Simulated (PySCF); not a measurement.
CoO₂F: from structure and modes to constants

All numbers come from UPBE0/[Co def2-TZVP, O def2-TZVP, F def2-TZVP], no relativity, density fitting, PySCF.

The quintet minimum has Cs symmetry. Masses (u): Co 58.93320, O 15.99492, F 18.99840.

```xyz
4
charge 0 multiplicity 5, angstrom
Co    0.0648    0.0000    0.0506
O     1.1285    0.0000   -1.1909
O    -1.1179    0.0000   -1.0761
F    -0.1900    0.0000    1.7521
```

Harmonic wavenumbers (cm⁻¹): 54.2 (a', ×1), 177.0 (a'', ×1), 289.3 (a', ×1), 597.0 (a', ×1), 680.1 (a', ×1), 934.3 (a', ×1).

Q: What is the harmonic zero-point energy?

A: Half the sum of all 6 wavenumbers, 2732/2 = 1366 cm⁻¹, which is 16.3 kJ/mol (1 cm⁻¹ = 0.0119627 kJ/mol).

Q: Find the vibrational entropy and heat capacity at 298.15 K.

A: With u = 1.43878 ω/T, each mode gives S = R[u/(eᵘ−1) − ln(1−e⁻ᵘ)] and C = R u² eᵘ/(eᵘ−1)².
```csv
ω (cm⁻¹),u,S (J/(mol K)),C (J/(mol K))
54.2,0.261,19.50,8.27
177.0,0.854,9.87,7.83
289.3,1.396,6.19,7.09
597.0,2.881,1.90,4.34
680.1,3.282,1.38,3.63
934.3,4.509,0.51,1.90
```
The sums over all modes are S = 39.4 and C = 33.1 J/(mol K); the softest mode gives 50 % of the entropy.

Q: Give the standard entropy (298.15 K, 1 bar) by its translational, rotational, vibrational and spin parts, and Cp.

A: Sackur–Tetrode with M = 109.92 u gives 167.5; rotation with symmetry number 1 gives 103.6; vibration 39.4; spin R ln 5 = 13.4. The total is 323.8 J/(mol K), and Cp = 4 R + 33.1 = 66.3 J/(mol K).

This need not be the most stable arrangement of these atoms. Open d and f shells are described by one determinant, and the ground state may have another occupation or spin.
